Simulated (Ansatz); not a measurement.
Total energies of C9H8O2S (`C#CCS(=O)(=O)c1ccccc1`).

Cartesian coordinates in Å:
```
C -2.977 0.004 -1.318
C -2.573 -0.400 -0.264
C -2.069 -0.880 0.997
S -0.806 0.186 1.730
O -1.356 1.505 1.844
O -0.336 -0.524 2.886
C 0.475 0.212 0.521
C 1.457 -0.768 0.557
C 2.456 -0.751 -0.403
C 2.463 0.236 -1.379
C 1.479 1.214 -1.398
C 0.474 1.208 -0.445
H -3.341 0.363 -2.252
H -1.623 -1.874 0.913
H -2.846 -0.912 1.767
H 1.442 -1.514 1.342
H 3.234 -1.504 -0.384
H 3.248 0.247 -2.126
H 1.496 1.988 -2.157
H -0.298 1.966 -0.429
```

Charge 0, multiplicity 1. The structure was optimised at the PBE0-D4/def2-TZVP level. It is one conformer, not always the lowest. Basis def2-TZVPP, Ansatz 0.2.0.

RPA on PBE orbitals: Hartree–Fock energy of these orbitals -892.70036 Eh, correlation -3.21525 Eh (frozen core).

| functional | kind | energy without D4 (Eh) | D4 term (kJ/mol) |
| --- | --- | --- | --- |
| PBE | GGA | -895.75742 | -70.0 |
| revPBE | GGA | -896.31035 | -210.2 |
| BLYP | GGA | -896.35806 | -151.0 |
| r2SCAN | meta-GGA | -896.23536 | -19.5 |
| B97M-V | meta-GGA with VV10 | -896.41097 | – |
| PBE0 | global hybrid, 25 % exact exchange | -895.81209 | -60.1 |
| B3LYP | global hybrid, 20 % | -896.54491 | -111.1 |
| r2SCANh | meta-GGA hybrid, 10 % | -896.20458 | -20.6 |
| r2SCAN0 | meta-GGA hybrid, 25 % | -896.16109 | -22.5 |
| BHLYP | global hybrid, 50 % | -896.22874 | -82.1 |
| CAM-B3LYP | range-separated hybrid | -896.29113 | -61.2 |
| LC-ωPBE | long-range corrected hybrid | -896.05948 | – |
| ωB97M-V | range-separated hybrid meta-GGA with VV10 | -896.33562 | – |
| B2PLYP | double hybrid | -896.00458 | – |

Question: Give the same for LDA (SPW92), HSE06 (plane-wave form), ωB97X-V, PBE-QIDH. (Best estimate.)

Answer: Ansatz gave: 
```tsv
functional	kind	energy without D4 (Eh)	D4 term (kJ/mol)
LDA (SPW92)	LDA	-890.91590	–
HSE06 (plane-wave form)	screened hybrid	-895.77893	-56.1
ωB97X-V	range-separated hybrid GGA with VV10	-896.31813	–
PBE-QIDH	double hybrid	-895.65020	–
```

B3LYP takes the VWN-RPA correlation (the form of Gaussian; ORCA's B3LYP/G). HSE06 is the plane-wave form, built on full-range PBE exchange. The double hybrids freeze the cores in their second-order part.

LC-ωPBE has ω = 0.4 bohr⁻¹.
